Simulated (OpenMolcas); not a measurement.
**Lines of Xe2+: computed and rescaled rates**

```
Program             : OpenMolcas 26.06
Method              : RASSCF
Basis               : ANO-RCC-VTZP [7s6p4d2f1g]
Scalar Hamiltonian  : DKH2, point nucleus
Active space        : 6 electrons in 9 orbitals (RAS2 5s 5p; RAS3 5d, at most 2 electrons)
State averaging     : 2S+1 = 3 even, 3 roots; 2S+1 = 1 even, 7 roots; 2S+1 = 3 odd, 3 roots; 2S+1 = 1 odd, 3 roots
Spin-orbit coupling : RASSI with atomic mean-field integrals over the reference wave functions, term energies averaged over their components
```

Rates come from the transition moments of the reference wave functions (E1 and E2 in the length form). At fixed line strength A goes as λ^-3 for E1 and M1 and as λ^-5 for E2, so a rate at the computed wavelength can be rescaled to the measured one. Measured vacuum wavelengths follow from level energies in Saloman, J. Phys. Chem. Ref. Data 33, 765 (2004). Branching counts decays inside the model space alone, at computed energies, and the table is only a selection of the E2 and M1 lines, drawn from those between levels with measured partners whose computed energy lies within a factor of 1.5 of the measured one.

| Upper | Lower | Type | λ computed (nm) | λ measured (nm) | A computed (s-1) | A rescaled (s-1) | Branching % |
| --- | --- | --- | --- | --- | --- | --- | --- |
| 5s² 5p⁴ ¹S₀ | 5s² 5p⁴ ³P₁ | M1 | 372.6 | 380.1 | 1.52e+02 |  | 95.9 |
| 5s² 5p⁴ ¹D₂ | 5s² 5p⁴ ³P₂ | M1 | 555.9 | 584.8 | 1.74e+01 |  | 92.4 |
| 5s² 5p⁴ ³P₁ | 5s² 5p⁴ ³P₂ | M1 | 1202 | 1021 | 1.20e+01 | 1.96e+01 | 99.7 |
| 5s² 5p⁴ ¹S₀ | 5s² 5p⁴ ¹D₂ | E2 | 582.6 | 526.2 | 5.25e+00 | 8.73e+00 | 3.3 |
| 5s² 5p⁴ ¹S₀ | 5s² 5p⁴ ³P₂ | E2 | 284.5 | 277 | 1.19e+00 |  | 0.8 |
| 5s² 5p⁴ ¹D₂ | 5s² 5p⁴ ³P₁ | M1 | 1034 | 1369 | 9.79e-01 |  | 5.2 |
| 5s² 5p⁴ ¹D₂ | 5s² 5p⁴ ³P₂ | E2 | 555.9 | 584.8 | 4.52e-01 |  | 2.4 |
| 5s² 5p⁴ ³P₀ | 5s² 5p⁴ ³P₂ | E2 | 1287 | 1230 | 3.55e-02 | 4.45e-02 | 100.0 |

Spin-changing lines and M1 lines between different terms are not rescaled, since their strength hangs on the term gaps too.

The largest correction is for 5s² 5p⁴ ¹S₀ → 5s² 5p⁴ ¹D₂ (E2): 5.25e+00 × (582.6 / 526.2)^5 = 8.73e+00 s-1, a factor of 1.66.

The computed rate and branching of 5s² 5p⁴ ³P₀ → 5s² 5p⁴ ³P₂ give the upper level a radiative lifetime of 1.000 / 3.55e-02 s-1 = 2.82e+01 s, counting decays inside the model space alone. The rescaled rate gives about 2.2e+01 s.

No measured rate stands beside these. Rescaling mends the energy factor alone: line strengths can still be far off where a level mixes with configurations outside the active space, and weak or spin-changing lines hang on small mixing coefficients that depend on the term gaps too, so rescaling need not improve them.

The run also gave levels led by 5s 5p⁴ 5d, which use shells meant for correlation; these and all levels above them are left out. Computed and measured levels are paired by configuration, term and J; levels that our copy of the source lacks, or whose pairing is in doubt (as where it misses far off the trend of its configuration), stay unpaired. Levels of configurations outside the active space are missing.
